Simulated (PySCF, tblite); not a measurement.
Isomers of C8H12OSi. Method: GFN2-xTB as coded in tblite; computed harmonic values from a numerical Hessian at the method's own geometry, unscaled. The method is semi-empirical: single wavenumbers can be off by several per cent or more. Modes of hydrogen on silicon can be 10 to 20 % off. One conformer each.

Electronic energies: PBE0/pcSseg-1 single points on the GFN2-xTB geometries (PySCF, gas phase).

```tsv
SMILES	electronic energy, lowest = 0 (kJ/mol)
C=CCCC1=CC(=O)[SiH2]C1	112.0
C=CCc1ccc([SiH2]C)o1	84.0
C[SiH2]c1ccc(C2CC2)o1	81.3
CC#C[C@@]1([SiH3])C[C@H]1C(C)=O	236.1
c1coc([SiH]2CCCC2)c1	0.0
C=C1C=CO[Si@H]1C1CCC1	59.6
[SiH3]c1cc(C2CCC2)co1	128.9
```

**Question.** How do GFN2-xTB zero-point energies change the relative energies?

**Answer.** 
| SMILES | ZPE (kJ/mol) | of it from modes above 1550 cm⁻¹ | electronic (kJ/mol) | with ZPE, lowest = 0 (kJ/mol) | lowest mode (cm⁻¹) | rings |
| --- | --- | --- | --- | --- | --- | --- |
| c1coc([SiH]2CCCC2)c1 | 468.4 | 222.4 | 0.0 | 0.0 | 10i | 2 |
| C=C1C=CO[Si@H]1C1CCC1 | 464.1 | 233.0 | 59.6 | 55.3 | 18 | 2 |
| C[SiH2]c1ccc(C2CC2)o1 | 453.9 | 220.9 | 81.3 | 66.8 | 20 | 2 |
| C=CCc1ccc([SiH2]C)o1 | 449.1 | 230.0 | 84.0 | 64.7 | 9 | 1 |
| C=CCCC1=CC(=O)[SiH2]C1 | 451.3 | 238.3 | 112.0 | 94.8 | 7 | 1 |
| [SiH3]c1cc(C2CCC2)co1 | 453.8 | 213.9 | 128.9 | 114.2 | 36 | 2 |
| CC#C[C@@]1([SiH3])C[C@H]1C(C)=O | 437.7 | 228.8 | 236.1 | 205.4 | 30 | 1 |

The zero-point energies span 30.7 kJ/mol, from `CC#C[C@@]1([SiH3])C[C@H]1C(C)=O` to `c1coc([SiH]2CCCC2)c1`. Slightly imaginary modes are left out of the zero-point energy: `c1coc([SiH]2CCCC2)c1` 10.0i cm⁻¹. The lowest isomer stays, but the order above it changes.

**Question.** And how do the electronic energies of GFN2-xTB itself compare?

**Answer.** `c1coc([SiH]2CCCC2)c1` 8.6; `C=C1C=CO[Si@H]1C1CCC1` 24.3; `C[SiH2]c1ccc(C2CC2)o1` 43.2; `C=CCc1ccc([SiH2]C)o1` 74.7; `C=CCCC1=CC(=O)[SiH2]C1` 146.6; `[SiH3]c1cc(C2CCC2)co1` 0.0; `CC#C[C@@]1([SiH3])C[C@H]1C(C)=O` 179.8 kJ/mol, lowest = 0. Against the energies above, taken from the same isomer `c1coc([SiH]2CCCC2)c1`, the largest difference is 137.5 kJ/mol.
